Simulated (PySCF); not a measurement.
Correlation energy of Nb (niobium, neutral)

[Kr] 4d4 5p1, one real determinant (an excited configuration). Calculation: PySCF 2.14, in aug-cc-pVTZ-PP with ECP28MDF (6s6p5d3f2g, 88 functions); a scalar-relativistic core potential. Frozen: 4s2 4p6; 5 electrons correlated.

| level | correlation energy (mhartree) |
| --- | --- |
| CCSD | -55.40 |
| (T) | -2.81 |
| CCSD(T) | -58.21 |

Diagnostics: T1 = 0.027, D1 = 0.0782, largest double amplitude 0.120.

The real determinant used has ⟨L²⟩ near 8 against 12 for a pure F term, so it mixes terms.

Cost of the coupled-cluster step: of the order of 17 core-seconds, for 5 correlated electrons.

The reference is one real determinant that mixes LS terms of this configuration.
